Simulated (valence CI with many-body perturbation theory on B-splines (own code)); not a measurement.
Forbidden lines of Xe30+

Calculated by relativistic CI+MBPT: six valence electrons over a frozen Dirac-Fock core [Ar], radial functions for each j: 7 s, 7 p, 8 d, 6 f, 4 g, 1 h, with the one-electron correlation potential Σ1, the two-electron term Σ2, the three-electron term Σ3, Breit, model QED; selected CI, second order for the rest, scaled by the run's own slope (own B-spline code, finite nucleus).

The last digits are not significant, and no measured levels were compared; by estimate large intervals hold to a few tenths of a per cent, small ones and those within an open d or f shell to about a per cent. Core correlation moves these levels by up to 9300 cm⁻¹, and in measured spectra 5 to 20 % of such shifts remained as error; rates that hang on mixing are uncertain with them. Among the levels kept, up to 960 cm⁻¹ of a level comes from second order outside the variational space, and about a tenth of that is noise between levels of different J, which matters for small intervals. Only levels of the ground parity were solved; by the run's estimate the other parity begins above the list, which can be wrong where configurations are misplaced.

Lines 1 to 50 of 120 in falling wavelength, among levels below 672780 cm⁻¹, chosen from the decays that carry over 1 % of a level's rate. Wavelengths and rates use the calculated energies. Electric multipoles are in the length gauge, E1 and E2 with the static RPA response of the core. Weak lines are less certain than strong ones. Lines between different terms over intervals too small for the method are left out, as are lines whose strength nearly cancels.

Levels are named by their leading jj configuration (3d3/2^4 stands for four electrons in 3d with j = 3/2), which in mixed levels can hold well under half, so a name can repeat and another be missing. Letters in brackets count levels of one name in rising energy.

```tsv
λ vac (nm)	Upper	Lower	Type	A (s⁻¹)	Branch %
577.4	(3d3/2^3 3d5/2^3) J=0	(3d3/2^3 3d5/2^3) J=1 [b]	M1	7.09e+01	3.2
303.2	(3d3/2^2 3d5/2^4) J=5	(3d3/2^3 3d5/2^3) J=4 [b]	M1	5.73e+02	2.1
288.6	(3d3/2^3 3d5/2^3) J=5	(3d3/2^3 3d5/2^3) J=4 [a]	M1	4.30e+02	9.5
267.1	(3d3/2^4 3d5/2^2) J=2	(3d3/2^4 3d5/2^2) J=4	E2	4.42e-03	100.0
255.3	(3d3/2^3 3d5/2^3) J=1 [b]	(3d3/2^2 3d5/2^4) J=2 [a]	M1	9.63e+02	4.2
234.7	(3d3/2^3 3d5/2^3) J=2 [b]	(3d3/2^2 3d5/2^4) J=2 [a]	M1	3.61e+02	2.1
227.5	(3d3/2^2 3d5/2^4) J=3 [b]	(3d3/2^2 3d5/2^4) J=4 [a]	M1	1.03e+03	3.1
224.5	(3d3/2^3 3d5/2^3) J=3 [a]	(3d3/2^4 3d5/2^2) J=2	M1	1.50e+03	9.2
196.4	(3d3/2^4 3d5/2^2) J=0	(3d3/2^4 3d5/2^2) J=2	E2	5.84e-02	100.0
195.7	(3d3/2^3 3d5/2^3) J=4 [b]	(3d3/2^3 3d5/2^3) J=3 [b]	M1	8.99e+02	6.5
164.0	(3d3/2^3 3d5/2^3) J=2 [b]	(3d3/2^3 3d5/2^3) J=3 [b]	M1	1.92e+03	11.2
163.6	(3d3/2^2 3d5/2^4) J=3 [b]	(3d3/2^3 3d5/2^3) J=4 [b]	M1	1.66e+03	5.0
162.9	(3d3/2^3 3d5/2^3) J=1 [b]	(3d3/2^3 3d5/2^3) J=2 [a]	M1	7.16e+02	3.2
154.2	(3d3/2^3 3d5/2^3) J=3 [b]	(3d3/2^3 3d5/2^3) J=4 [a]	M1	2.22e+03	10.1
151.1	(3d3/2^3 3d5/2^3) J=3 [c]	(3d3/2^2 3d5/2^4) J=2 [a]	M1	5.89e+02	1.8
150.5	(3d3/2^3 3d5/2^3) J=1 [a]	(3d3/2^4 3d5/2^2) J=2	M1	1.32e+04	99.2
143.4	(3d3/2^2 3d5/2^4) J=2 [b]	(3d3/2^3 3d5/2^3) J=3 [c]	M1	6.54e+02	1.5
143.3	(3d3/2^2 3d5/2^4) J=4 [b]	(3d3/2^3 3d5/2^3) J=3 [c]	M1	8.17e+02	2.6
141.6	(3d3/2^2 3d5/2^4) J=1	(3d3/2^3 3d5/2^3) J=0	M1	3.46e+03	9.0
137.4	(3d3/2^3 3d5/2^3) J=2 [a]	(3d3/2^3 3d5/2^3) J=1 [a]	M1	2.85e+03	12.5
122.0	(3d3/2^3 3d5/2^3) J=3 [a]	(3d3/2^4 3d5/2^2) J=4	M1	1.49e+04	90.8
118.3	(3d3/2^2 3d5/2^4) J=1	(3d3/2^3 3d5/2^3) J=2 [b]	M1	7.58e+03	19.7
118.3	(3d3/2^3 3d5/2^3) J=3 [c]	(3d3/2^3 3d5/2^3) J=3 [b]	M1	1.82e+03	5.6
116.2	(3d3/2^2 3d5/2^4) J=4 [b]	(3d3/2^2 3d5/2^4) J=4 [a]	M1	3.22e+03	10.1
113.7	(3d3/2^2 3d5/2^4) J=1	(3d3/2^3 3d5/2^3) J=1 [b]	M1	6.57e+03	17.1
113.1	(3d3/2^3 3d5/2^3) J=3 [c]	(3d3/2^3 3d5/2^3) J=2 [a]	M1	4.63e+03	14.3
106.6	(3d3/2^2 3d5/2^4) J=3 [b]	(3d3/2^2 3d5/2^4) J=2 [a]	M1	1.19e+03	3.6
105.7	(3d3/2^3 3d5/2^3) J=2 [a]	(3d3/2^3 3d5/2^3) J=3 [a]	M1	2.64e+03	11.6
105.3	(3d3/2^2 3d5/2^4) J=2 [a]	(3d3/2^3 3d5/2^3) J=1 [a]	M1	7.42e+03	13.3
103.5	(3d3/2^2 3d5/2^4) J=2 [c]	(3d3/2^2 3d5/2^4) J=3 [b]	M1	3.16e+03	5.0
103.4	(3d3/2^2 3d5/2^4) J=2 [b]	(3d3/2^3 3d5/2^3) J=1 [b]	M1	1.68e+03	3.9
101.6	(3d3/2^2 3d5/2^4) J=4 [a]	(3d3/2^3 3d5/2^3) J=5	M1	1.13e+04	22.9
101.5	(3d3/2^3 3d5/2^3) J=3 [b]	(3d3/2^3 3d5/2^3) J=3 [a]	M1	3.62e+03	16.4
98.61	(3d3/2^2 3d5/2^4) J=3 [a]	(3d3/2^3 3d5/2^3) J=2 [a]	M1	4.78e+03	14.8
96.88	(3d3/2^2 3d5/2^4) J=4 [b]	(3d3/2^3 3d5/2^3) J=4 [b]	M1	5.52e+02	1.7
89.85	(3d3/2^2 3d5/2^4) J=2 [c]	(3d3/2^2 3d5/2^4) J=3 [a]	M1	7.93e+03	12.7
89.13	(3d3/2^2 3d5/2^4) J=3 [b]	(3d3/2^3 3d5/2^3) J=3 [b]	M1	1.31e+04	39.4
88.75	(3d3/2 3d5/2^5) J=1	(3d3/2^3 3d5/2^3) J=0	M1	2.63e+03	1.7
87.55	(3d3/2^2 3d5/2^4) J=5	(3d3/2^3 3d5/2^3) J=6	M1	1.67e+04	62.0
87.52	(3d3/2^2 3d5/2^4) J=5	(3d3/2^3 3d5/2^3) J=5	M1	8.30e+03	30.8
86.63	(3d3/2^2 3d5/2^4) J=4 [c]	(3d3/2^2 3d5/2^4) J=3 [a]	M1	3.86e+03	6.1
86.48	(3d3/2^3 3d5/2^3) J=4 [a]	(3d3/2^4 3d5/2^2) J=4	M1	2.43e+04	99.5
86.26	(3d3/2^3 3d5/2^3) J=4 [b]	(3d3/2^3 3d5/2^3) J=4 [a]	M1	1.25e+04	91.1
86.22	(3d3/2 3d5/2^5) J=4	(3d3/2^2 3d5/2^4) J=4 [b]	M1	1.12e+03	1.2
86.17	(3d3/2^2 3d5/2^4) J=3 [b]	(3d3/2^3 3d5/2^3) J=2 [a]	M1	5.52e+03	16.7
85.57	(3d3/2^2 3d5/2^4) J=2 [a]	(3d3/2^3 3d5/2^3) J=3 [a]	M1	4.79e+04	86.1
80.44	(3d3/2^2 3d5/2^4) J=2 [c]	(3d3/2^3 3d5/2^3) J=3 [c]	M1	5.65e+03	9.0
79.02	(3d3/2 3d5/2^5) J=1	(3d3/2^3 3d5/2^3) J=2 [b]	M1	8.50e+03	5.6
78.67	(3d3/2^2 3d5/2^4) J=1	(3d3/2^2 3d5/2^4) J=2 [a]	M1	7.38e+03	19.2
77.85	(3d3/2^2 3d5/2^4) J=4 [c]	(3d3/2^3 3d5/2^3) J=3 [c]	M1	9.59e+03	15.1
```
